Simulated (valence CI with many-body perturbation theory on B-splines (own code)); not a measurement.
**How close is CI+MBPT for S³⁺?**

Level of theory: relativistic CI+MBPT: three valence electrons over a frozen Dirac-Fock core [Ne], a basis of 11 s, 11 p, 10 d, 8 f, 5 g, 2 h functions for each j, with the one-electron correlation potential Σ1 (screened to all orders), the two-electron term Σ2, the three-electron term Σ3, Breit, model QED; selected single and double excitations, second order for the rest, scaled by the run's own slope (own B-spline code, finite nucleus).

Against 67 measured levels this calculation errs by 107 cm⁻¹ on average and by 283 at most. These come from a selection out of NIST levels in Podobedova, Kelleher and Wiese, J. Phys. Chem. Ref. Data 38, 171 (2009). Levels without a partner in it may be off by more. 2 measured levels below the end of the list, from 309921 cm⁻¹ on, found no clear computed partner, and computed levels of the same name lie up to 1064 cm⁻¹ from them.

Measured levels: NIST levels in Podobedova, Kelleher and Wiese, J. Phys. Chem. Ref. Data 38, 171 (2009). Pairs share parity and J, and are chosen by configuration, term and nearness in energy; levels without a clear partner are left out. Energies in cm⁻¹ above the measured ground level.

Names give the largest LS component (configuration and term), which can be under half, so a name can repeat, a term be missing and a line seem to break the LS rules; names also repeat where a configuration has a term twice. Letters in brackets count levels of one name in rising energy.

```csv
Computed label,Label in the source,Measured,Computed,Difference
3s2.3p 2P°_1/2,3s2 3p 2P°,0,0.0,0
3s2.3p 2P°_3/2,3s2 3p 2P°,951.4,952.9,+1
3s.3p2 4P_1/2,3s 3p2 4P,71184.1,71052.4,-132
3s.3p2 4P_3/2,3s 3p2 4P,71528.7,71396.8,-132
3s.3p2 4P_5/2,3s 3p2 4P,72074.4,71944.2,-130
3s.3p2 2D_3/2,3s 3p2 2D,94103.1,94045.4,-58
3s.3p2 2D_5/2,3s 3p2 2D,94150.3,94092.7,-58
3s.3p2 2S_1/2,3s 3p2 2S,123509.3,123640.1,+131
3s.3p2 2P_1/2,3s 3p2 2P,133619.6,133733.3,+114
3s.3p2 2P_3/2,3s 3p2 2P,134245.4,134360.5,+115
3s2.3d 2D_3/2,3s2 3d 2D,152133.2,152198.3,+65
3s2.3d 2D_5/2,3s2 3d 2D,152146.8,152212.3,+65
3s2.4s 2S_1/2,3s2 4s 2S,181448.2,181472.2,+24
3p3 2D°_3/2,3p3 2D°,185055.2,184896.2,-159
3p3 2D°_5/2,3p3 2D°,185148,184989.6,-158
3p3 4S°_3/2,3p3 4S°,196455.4,196411.1,-44
3s.3p.3d 4F°_3/2,3s 3p(3P°) 3d 4F°,203442.8,203257.5,-185
3s.3p.3d 4F°_5/2,3s 3p(3P°) 3d 4F°,203632.8,203449.8,-183
3s.3p.3d 4F°_7/2,3s 3p(3P°) 3d 4F°,203906.3,203723.5,-183
3s.3p.3d 4F°_9/2,3s 3p(3P°) 3d 4F°,204264.9,204083.8,-181
3p3 2P°_3/2,3p3 2P°,211366.6,211364.3,-2
3p3 2P°_1/2,3p3 2P°,211376.3,211371.7,-5
3s2.4p 2P°_1/2,3s2 4p 2P°,213514.7,213511.8,-3
3s2.4p 2P°_3/2,3s2 4p 2P°,213725.3,213719.4,-6
3s.3p.3d 4P°_5/2,3s 3p(3P°) 3d 4P°,222198.3,222065.8,-133
3s.3p.3d 4P°_3/2,3s 3p(3P°) 3d 4P°,222488.6,222355.2,-133
3s.3p.3d 4P°_1/2,3s 3p(3P°) 3d 4P°,222692.4,222559.7,-133
3s.3p.3d 4D°_1/2,3s 3p(3P°) 3d 4D°,224342.7,224211.2,-131
3s.3p.3d 4D°_3/2,3s 3p(3P°) 3d 4D°,224435.6,224304.2,-131
3s.3p.3d 4D°_5/2,3s 3p(3P°) 3d 4D°,224539.3,224408.0,-131
3s.3p.3d 4D°_7/2,3s 3p(3P°) 3d 4D°,224617.3,224487.3,-130
3s.3p.3d 2D°_5/2 [a],3s 3p(3P°) 3d 2D°,233610.4,233597.4,-13
3s.3p.3d 2D°_3/2 [a],3s 3p(3P°) 3d 2D°,233641.7,233628.1,-14
3s.3p.3d 2F°_5/2 [a],3s 3p(3P°) 3d 2F°,241646.3,241705.0,+59
3s.3p.3d 2F°_7/2 [a],3s 3p(3P°) 3d 2F°,242421.4,242482.2,+61
3s2.4d 2D_3/2,3s2 4d 2D,255395.8,255347.7,-48
3s2.4d 2D_5/2,3s2 4d 2D,255400.3,255351.7,-49
3s.3p.4s 4P°_1/2,3s 3p(3P°) 4s 4P°,263097.1,263036.4,-61
3s.3p.4s 4P°_3/2,3s 3p(3P°) 4s 4P°,263448.1,263388.1,-60
3s.3p.4s 4P°_5/2,3s 3p(3P°) 4s 4P°,264067.7,264009.1,-59
3s.3p.3d 2P°_3/2 [a],3s 3p(3P°) 3d 2P°,264882.8,265078.3,+196
3s.3p.3d 2P°_1/2 [a],3s 3p(3P°) 3d 2P°,265055.1,265247.7,+193
3s.3p.4s 2P°_1/2 [a],3s 3p(3P°) 4s 2P°,270826.7,270789.9,-37
3s2.5s 2S_1/2,3s2 5s 2S,271020.9,270737.6,-283
3s.3p.4s 2P°_3/2 [a],3s 3p(3P°) 4s 2P°,271436.9,271397.1,-40
3s.3p.3d 2P°_3/2 [b],3s 3p(1P°) 3d 2P°,278642.4,278747.2,+105
3s.3p.3d 2P°_1/2 [b],3s 3p(1P°) 3d 2P°,278676.9,278783.5,+107
3s.3p.3d 2D°_3/2 [b],3s 3p(1P°) 3d 2D°,281093.6,281229.0,+135
3s.3p.3d 2D°_5/2 [b],3s 3p(1P°) 3d 2D°,281231.6,281366.3,+135
3s2.5p 2P°_1/2,3s2 5p 2P°,285122.2,284884.5,-238
3s2.5p 2P°_3/2,3s2 5p 2P°,285296,285061.1,-235
3s.3p.4p 2P_1/2 [a],3s 3p(3P°) 4p 2P,292569.2,292467.8,-101
3s.3p.4p 2P_3/2 [a],3s 3p(3P°) 4p 2P,292893.9,292793.5,-100
3s.3p.4p 4D_1/2,3s 3p(3P°) 4p 4D,293310.8,293210.0,-101
3s.3p.4p 4D_3/2,3s 3p(3P°) 4p 4D,293463.1,293362.2,-101
3s.3p.4p 4D_5/2,3s 3p(3P°) 4p 4D,293736.6,293636.2,-100
3s.3p.4p 4D_7/2,3s 3p(3P°) 4p 4D,294282.2,294183.1,-99
3s.3p.4p 4P_1/2,3s 3p(3P°) 4p 4P,297397.1,297268.7,-128
3s.3p.4p 4P_3/2,3s 3p(3P°) 4p 4P,297592.7,297465.9,-127
3s.3p.4p 4P_5/2,3s 3p(3P°) 4p 4P,298010.3,297883.0,-127
```

The table shows the lowest 60 pairs. Over 67 excited levels the mean absolute difference is 107 cm⁻¹, the median 107 and the largest 283. The comparison draws on a selection of the measured levels: 68 of the 139 computed ones have a partner in it, and others may be off by more.

These 2 measured levels below the end of the computed list are not counted above. Beside each stands the unpaired computed level of its name, or else the nearest of its J and parity; the gap is either an error of the method or a doubtful assignment.

```json
{"Label in the source": "3s2 5g 2G", "J": "9/2", "Measured": "309921", "Unpaired level": "3s2.5g 2G_9/2", "Computed": "310985"}
{"Label in the source": "3s2 5g 2G", "J": "7/2", "Measured": "309921", "Unpaired level": "3s2.5g 2G_7/2", "Computed": "310984"}
```
